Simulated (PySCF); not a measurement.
# Working out the ionisation energy of Cl(2+)

Cl(2+) [Ne] 3s2 3p3 (4S) → Cl(3+) [Ne] 3s2 3p2 (3P). Computed with PySCF 2.14 in aug-cc-pV(D+d)Z (5s4p3d, 32 functions), with the non-relativistic Hamiltonian (point nucleus). Frozen: [Ne]. Energies in hartree (1 hartree = 27.21139 eV):

```json
{"part": "UHF", "Cl(2+) (lower)": "-458.210258", "Cl(3+) (upper)": "-456.778496"}
{"part": "CCSD correlation", "Cl(2+) (lower)": "-0.096106", "Cl(3+) (upper)": "-0.082166"}
{"part": "(T)", "Cl(2+) (lower)": "-0.001140", "Cl(3+) (upper)": "-0.000929"}
```

Problem. What does Hartree-Fock give?

Solution. (-456.778496) − (-458.210258) = 1.431762 hartree = 38.960 eV.

Problem. What do CCSD and CCSD(T) give?

Solution. The CCSD correlation energies differ by 0.013940 hartree = 0.379 eV and the triples by 0.000211 hartree = 0.006 eV, so CCSD gives 39.339 eV and CCSD(T) 39.345 eV.

A first-order spin-orbit estimate adds -0.097 eV to CCSD(T) (valence), giving 39.248 eV against 39.8 ± 0.11 eV (semi-empirical (NIST evaluation); NIST Atomic Spectra Database, ionization energies).

What remains against the reference includes basis incompleteness, the frozen core and higher excitations.
